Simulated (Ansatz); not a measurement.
Cost and result for the atomization energy of CH$_{5}$NSn (`C=[N][SnH3]`) (8 atoms, 7 bonds).

```json
{"atom": "C1", "x (Å)": "0.543", "y (Å)": "0.120", "z (Å)": "1.526"}
{"atom": "N2", "x (Å)": "0.530", "y (Å)": "-0.708", "z (Å)": "0.580"}
{"atom": "Sn3", "x (Å)": "-0.382", "y (Å)": "-0.190", "z (Å)": "-1.189"}
{"atom": "H4", "x (Å)": "1.029", "y (Å)": "-0.150", "z (Å)": "2.475"}
{"atom": "H5", "x (Å)": "0.101", "y (Å)": "1.131", "z (Å)": "1.507"}
{"atom": "H6", "x (Å)": "0.805", "y (Å)": "-0.280", "z (Å)": "-2.407"}
{"atom": "H7", "x (Å)": "-1.003", "y (Å)": "1.401", "z (Å)": "-1.029"}
{"atom": "H8", "x (Å)": "-1.623", "y (Å)": "-1.324", "z (Å)": "-1.462"}
```

Total charge 0; spin multiplicity 1. Correlated methods include outer-core shells of Sn, which these sets cover unevenly. Sn takes the def2 core potential. The geometry is a stationary point of PBE0-D4/def2-TZVP. Program: Ansatz. All runs use 2 threads of an Arm Neoverse V1 on a shared host. Times are those of one run each, without the atoms' runs, and a repeat can differ threefold. Electronic energies, without spin–orbit coupling; frozen cores. CCSD(T)/CBS adds CCSD(T) − MP2 in def2-TZVPP to the MP2 limit, and its time is that of the two runs behind it. T1 = 0.014. With those shells the extrapolation isn't a true limit. B3LYP takes the VWN-RPA correlation (the form of Gaussian; ORCA's B3LYP/G).

CCSD(T)/CBS is a level of theory with its own doubt, some kJ/mol a heavy atom from the limit and from the frozen cores, so smaller differences don't rank the functionals.

| level | functions | wall time |
| --- | --- | --- |
| BLYP-D4/def2-TZVPP | 182 | 2.4 s |
| PBE-D4/def2-TZVPP (with forces) | 182 | 2.6 s |
| BHLYP-D4/def2-TZVPP | 182 | 3 s |
| CAM-B3LYP-D4/def2-TZVPP | 182 | 3.4 s |
| CCSD(T)/def2-SVP | 79 | 3.7 s |
| B3LYP-D4/def2-TZVPP (with forces) | 182 | 4.4 s |
| r2SCAN-D4/def2-TZVPP (with forces) | 182 | 5.5 s |
| B2PLYP/def2-TZVPP | 182 | 6 s |
| B97M-V/def2-TZVPP | 182 | 11 s |
| ωB97M-V/def2-TZVPP (with forces) | 182 | 13 s |
| MP2/def2-QZVPP | 346 | 18 s |
| CCSD(T)/def2-TZVPP | 182 | 87 s |
| CCSD(T)/CBS(def2) | – | 100 s |

Task: What atomization energy does each give, and how far from CCSD(T)/CBS? (Best estimate.)

Result: Ansatz gave: 
| level | atomization (kJ/mol) | difference from CCSD(T)/CBS | per bond |
| --- | --- | --- | --- |
| BLYP-D4/def2-TZVPP | 2458.6 | 3.9 | 0.6 |
| PBE-D4/def2-TZVPP (with forces) | 2484.8 | 30.1 | 4.3 |
| BHLYP-D4/def2-TZVPP | 2368.2 | -86.5 | -12.4 |
| CAM-B3LYP-D4/def2-TZVPP | 2460.3 | 5.6 | 0.8 |
| CCSD(T)/def2-SVP | 2278.1 | -176.6 | -25.2 |
| B3LYP-D4/def2-TZVPP (with forces) | 2452.0 | -2.7 | -0.4 |
| r2SCAN-D4/def2-TZVPP (with forces) | 2429.1 | -25.6 | -3.7 |
| B2PLYP/def2-TZVPP | 2415.1 | -39.6 | -5.7 |
| B97M-V/def2-TZVPP | 2478.1 | 23.4 | 3.3 |
| ωB97M-V/def2-TZVPP (with forces) | 2448.2 | -6.5 | -0.9 |
| MP2/def2-QZVPP | 2415.0 | -39.7 | -5.7 |
| CCSD(T)/def2-TZVPP | 2385.0 | -69.7 | -10.0 |
| CCSD(T)/CBS(def2) | 2454.7 | 0.0 | 0.0 |

In def2-TZVPP, CCSD(T) changes the Hartree–Fock value by +733.2 kJ/mol (the triples alone add +44.3 kJ/mol) and MP2 by +721.3 kJ/mol; breaking electron pairs costs correlation energy, which Hartree–Fock lacks. From r2SCAN to r2SCAN0 (25 % exact exchange), in def2-TZVPP and without D4, the atomization energy moves by −48.5 kJ/mol: exact exchange takes away binding that semilocal exchange gives to molecules. At CCSD(T), def2-SVP lies −176.6 kJ/mol from the extrapolated value and def2-TZVPP −69.7 kJ/mol: correlation converges slowly with the basis, and small sets miss more of it in the bonded molecule than in its fragments.

Spin–orbit coupling would lower the free Sn atoms strongly, and the atomization energy with them, by more than many differences here. For some Ge, Se and Sn compounds the MP2-based and the directly extrapolated limit differ by 10 to 25 kJ/mol.
